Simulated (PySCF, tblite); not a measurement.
C6H10ClNSi.
Cartesian coordinates in Å at the GFN2-xTB level; atoms count from 1:
```xyz
19
C6H10ClNSi angstrom
C     -3.5815    0.1209   -0.3696
Si    -1.9086   -0.7456   -0.1602
C     -0.6889    0.5276    0.6046
C      0.6759   -0.0325    0.7239
Cl     0.8256   -1.2460    1.9606
C      1.7084    0.2747   -0.0505
C      3.0860   -0.3160    0.0502
C      3.9821    0.6576    0.6276
N      4.6709    1.4459    1.0859
H     -4.3065   -0.5530   -0.8141
H     -3.5045    0.9911   -1.0147
H     -3.9843    0.4534    0.5828
H     -1.3624   -1.1610   -1.4579
H     -2.0364   -1.9026    0.7286
H     -1.0517    0.8156    1.5916
H     -0.6527    1.4276   -0.0087
H      1.5774    1.0413   -0.8007
H      3.0806   -1.2050    0.6855
H      3.4610   -0.5850   -0.9421
```

Method used: PBE0/pcSseg-1 in PySCF (dipole) on a GFN2-xTB geometry, gas phase.

Take the most abundant isotopes and a rigid rotor. The values belong to one conformer with, in the numbering `[CH3:1][SiH2:2][CH2:3]/[C:4]([Cl:5])=[CH:6]/[CH2:7][C:8]#[N:9]`, C1–Si2–C3–C4 -176°, Si2–C3–C4–Cl5 -71°, C4–C6–C7–C8 -106°.

(1) What are A, B and C (MHz)?

(2) Classify the top.

(3) Is it planar, by Δ = Ic − Ia − Ib?

(4) List the rotational levels J(Ka,Kc) to J = 3 (cm⁻¹).

(5) Which lines would a microwave search look for?

(6) Estimate the classical rotational partition function at 50 K, 100 K and 500 K.

Answers

(1) Ia = 199.49, Ib = 1042.65, Ic = 1146.61 u·Å²; 505379 MHz·u·Å²/I gives A = 2533, B = 484.7, C = 440.8 MHz.

(2) A near-prolate asymmetric top: κ = (2 × 484.7 − 2533 − 440.8)/(2533 − 440.8) = -0.96.

(3) Not planar: Δ = Ic − Ia − Ib = -95.54 u·Å². For a rigid frame Δ = −2 Σ m c², so Σ m c² = 47.77 u·Å² lies off the ab plane: 14.33 from hydrogen and 33.44 from heavier atoms. The atom farthest from that plane is 1.90 Å away.

(4) Above 0(0,0):
J = 1: 1(0,1) 0.0309, 1(1,1) 0.0992, 1(1,0) 0.1007
J = 2: 2(0,2) 0.0926, 2(1,2) 0.1595, 2(1,1) 0.1639, 2(2,1) 0.3689, 2(2,0) 0.3689
J = 3: 3(0,3) 0.1851, 3(1,3) 0.2499, 3(1,2) 0.2587, 3(2,2) 0.4615, 3(2,1) 0.4616, 3(3,1) 0.8068, 3(3,0) 0.8068

(5) The dipole components are |μa| = 4.33 D, |μb| = 0.80 D, |μc| = 1.79 D. Intensities carry the squares of the components, which stand as 1.00 : 0.03 : 0.17 (a : b : c). Some lines, for components of 0.1 D or more:

```tsv
type	branch	J(Ka,Kc)	MHz	lower level (cm⁻¹)
b	R	3(0,3) ← 2(1,2)	768	0.159
a	R	2(0,2) ← 1(0,1)	1850	0.031
a	R	2(1,1) ← 1(1,0)	1895	0.101
c	Q	3(1,3) ← 3(0,3)	1942	0.185
c	Q	2(1,2) ← 2(0,2)	2005	0.093
b	Q	1(1,0) ← 1(0,1)	2093	0.031
b	Q	2(1,1) ← 2(0,2)	2137	0.093
b	Q	3(1,2) ← 3(0,3)	2205	0.185
a	R	3(0,3) ← 2(0,2)	2774	0.093
b	R	1(1,1) ← 0(0,0)	2974	0.000
c	R	1(1,0) ← 0(0,0)	3018	0.000
b	R	2(1,2) ← 1(0,1)	3856	0.031
c	R	2(1,1) ← 1(0,1)	3987	0.031
c	R	3(1,2) ← 2(0,2)	4979	0.093
b	Q	3(2,1) ← 3(1,2)	6084	0.259
b	Q	2(2,1) ← 2(1,2)	6278	0.159
b	Q	3(2,2) ← 3(1,3)	6344	0.250
b	R	2(2,1) ← 1(1,0)	8041	0.101
c	R	2(2,0) ← 1(1,0)	8041	0.101
c	R	2(2,1) ← 1(1,1)	8085	0.099
b	R	2(2,0) ← 1(1,1)	8085	0.099
b	R	3(2,2) ← 2(1,1)	8922	0.164
b	R	3(3,1) ← 2(2,0)	13129	0.369
```

(6) Point group C1, symmetry number σ = 1; q = (√π/σ)·√((kT/h)³/(ABC)), k/h = 20836.6 MHz/K: 81000 at 50 K, 229000 at 100 K, 2560000 at 500 K.

Its GFN2-xTB frequencies are all real (lowest 18 cm⁻¹). These are rigid-rotor constants of the computed structure; measured ground-state constants (B0) also hold zero-point vibration. A rigid rotor knows nothing of internal rotation, which can split or shift real lines. Quadrupole hyperfine structure (14N, 35Cl) is left out.
